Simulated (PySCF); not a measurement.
Bi(F)2(SiH3) (BiF₂H₃Si), SMILES [SiH3][Bi]([F])[F].

The structure is a stationary point at B3LYP-D3(BJ)/def2-SVP. The def2 effective core potentials stand for the cores of Bi; spin–orbit coupling is left out.

All values below come from PySCF with ωB97X/def2-TZVP.

Gas-phase values at a fixed geometry.

| Quantity | Result |
|---|---|
| total energy | -705.76079 hartree |
| point group | Cs |
| highest occupied level | -9.56 eV |
| lowest empty level | -0.01 eV |
| orbital gap | 9.55 eV |
| dipole moment | 4.53 D |
| quadrupole, principal values (traceless, Buckingham form, about the centre of nuclear charge) | -6.19, -1.41, 7.60 D·Å |
| mean static polarisability | 72.8 bohr³ (10.79 Å³) |
| polarisability, principal values | 59.1, 61.6, 97.8 bohr³ |
